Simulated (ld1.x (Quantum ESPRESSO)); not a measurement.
**vanadium: PAW pseudisation with PBE, scalar-relativistic reference atom.**

ld1.x (Quantum ESPRESSO) 7.5 input, shortened:

```
&input
   title='V', zed=23., rel=1, dft='PBE', iswitch=3,
   config='[Ar] 3d4 4s1 4p0'
 /
 &inputp
   pseudotype=3, lpaw=.true., tm=.true., lloc=-1, rcloc=1.75,
   nlcc=.true., new_core_ps=.true.,
   which_augfun='PSQ', rmatch_augfun_nc=.true.
 /
6
3S  1  0   2.00   0.00  1.80  1.95  0.0
4S  2  0   1.00   0.00  1.80  1.95  0.0
3P  2  1   6.00   0.00  1.40  1.75  0.0
4P  3  1   0.00   0.00  1.40  1.75  0.0
3D  3  2   4.00   0.00  1.40  1.90  0.0
3D  3  2   0.00   0.30  1.40  1.90  0.0
 &test
   configts(1)='3s2 3p6 3d4 4s1 4p0'
 /
```

All-electron outer shells of the reference configuration (PBE, scalar-relativistic, ld1.x):

| shell | level (eV) | outermost node (bohr) | outermost maximum (bohr) |
| --- | --- | --- | --- |
| 2s | -598.50 | 0.09 | 0.26 |
| 2p | -499.08 | – | 0.21 |
| 3s | -66.58 | 0.38 | 0.82 |
| 3p | -40.53 | 0.35 | 0.85 |
| 4s | -3.87 | 1.18 | 2.90 |
| 3d | -2.43 | – | 0.92 |
| 4p | -1.05 | 1.32 | 4.06 |

(1) Is the overlap operator S = 1 + Σ q|β⟩⟨β| positive definite (Bessel basis up to 400 Ry)?

Answers

(1) No: its lowest eigenvalue is -0.277, in the s channel, so the generalised eigenproblem breaks down once the basis is large enough.

Test run stopped at test 1 of 7 (negative rho).

The ghost test of this file was not conclusive. Its overlap operator is not positive definite in a basis up to 400 Ry (lowest eigenvalue s -0.28), so the file is unfit for use: the generalised eigenproblem breaks down once the basis is large enough, and its test numbers describe a broken file.
